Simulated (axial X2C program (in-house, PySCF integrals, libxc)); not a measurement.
## Excited states of AsTe⁺ by EOM-EE-CCSD

Calculated with an axial X2C code built on PySCF integrals: two-component X2C with atomic mean-field Coulomb and Gaunt terms, Gaussian nuclei, basis Te dyall-acv3z, As dyall-acv3z with contracted cores.

R = 2.263 Å (near the PBE0 minimum at charge 1 of the determinant lowest at the starting distance; the state shown can have its own minimum elsewhere).

Vertical excitation energies from the closed-shell determinant state of AsTe⁺:

```csv
Ω,excitation (eV),cm⁻¹,hole of the leading pair,particle of the leading pair,weight of the pair (for Ω = 0 its time-reversed partner can hold as much again),singles weight
1,1.841,14849,"46% Te pπ, 41% As pπ","54% As pπ, 22% Te pπ, 11% Te dπ",0.70,0.96
0⁻,1.932,15586,"46% Te pπ, 41% As pπ","40% As pπ, 36% Te pπ, 9% Te dπ",0.25,0.96
2,2.511,20257,"46% Te pπ, 41% As pπ","54% As pπ, 22% Te pπ, 11% Te dπ",0.75,0.95
3,2.586,20858,"46% Te pπ, 41% As pπ","41% As pπ, 35% Te pπ, 9% Te dπ",0.95,0.96
1,2.666,21504,"55% Te pπ, 27% As pπ","54% As pπ, 22% Te pπ, 11% Te dπ",0.94,0.95
```

This point took 25 s on 1 thread of Arm Neoverse V1 (shared host).

Reference electrons by ω block (each with its −ω partner): 1/2: 27, 3/2: 12, 5/2: 3. 10 electrons of AsTe⁺ correlated (inner shells frozen), 88 natural virtual spinors (a truncated set); levels can be off by some tenths of an eV. Roots sought by Ω: (0: 5, 1: 4, 2: 3, 3: 1); the list ends where they run out and leaves out roots under 60 % singles weight. The solver can skip a root, and states that need a further excitation, which the method places far too high, are missing though they may lie low or lowest. T1 of the reference 0.032 (Lee–Taylor). Number of frozen shells: Te 4 s, 3 p, 2 d; As 3 s, 2 p, 1 d. Large amplitudes in the reference (orbital relaxation or multireference character) lower the reliability.
